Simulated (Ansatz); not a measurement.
Basis sets compared for Cu4O⁺. Charge 1, multiplicity 2. Geometry B3LYP-D4/def2-SVP. Ansatz on 4 threads of Intel Xeon Platinum 8259CL on a shared host; times are rough, and most runs start from earlier orbitals.

```xyz
5

O     1.1253   -0.3480   -0.4660
Cu    0.8285    0.3841    1.2452
Cu   -1.5850    0.4902    0.6560
Cu   -0.3582   -1.4853   -0.2246
Cu   -0.0105    0.9589   -1.2106
```

The structure comes from a short search, and lower isomers may exist.

```json
{"level": "PBE-D4/def2-SVP", "functions": "138", "energy (Eh)": "-6635.0623", "HOMO (eV)": "-9.13", "LUMO (eV)": "-8.55", "wall time": "3.7 s"}
{"level": "PBE0-D4/def2-SVP", "functions": "138", "energy (Eh)": "-6635.0543", "HOMO (eV)": "-10.05", "LUMO (eV)": "-7.43", "wall time": "7 s"}
```

Task: Estimate the rows for PBE-D4/def2-TZVP (with forces), PBE0-D4/def2-TZVP.

Result: 
```tsv
level	functions	energy (Eh)	HOMO (eV)	LUMO (eV)	wall time
PBE-D4/def2-TZVP (with forces)	211	-6636.1404	-9.61	-9.02	7 s
PBE0-D4/def2-TZVP	211	-6636.0990	-10.48	-7.82	12 s
```
